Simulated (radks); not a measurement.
The numbers below are computed, except where a source is named.
Question: Neutral argon, [Ar]. Code: a radial shooting solver on a logarithmic mesh with Libxc functionals. Model: non-relativistic Kohn-Sham, exchange-only LDA, spin-polarised, spherical densities, point nucleus. Every spin shell is full or empty, so the densities are truly spherical. Functionals are evaluated on that one density, not self-consistently. Rank these exchange functionals by their error against the exact value of the orbitals, and give that value: LDA, B88, SOGGA, B86b, G96, EV93, APBE, r2SCAN, MVS.

Answer: Exact: -30.0524 hartree. From best to worst, with 100 (|E| - |E exact|)/|E exact| (equal figures are ties): B88 0.00, r2SCAN +0.04, B86b +0.09, G96 +0.11, MVS -0.16, APBE +0.58, EV93 +0.98, SOGGA -3.38, LDA -7.58.
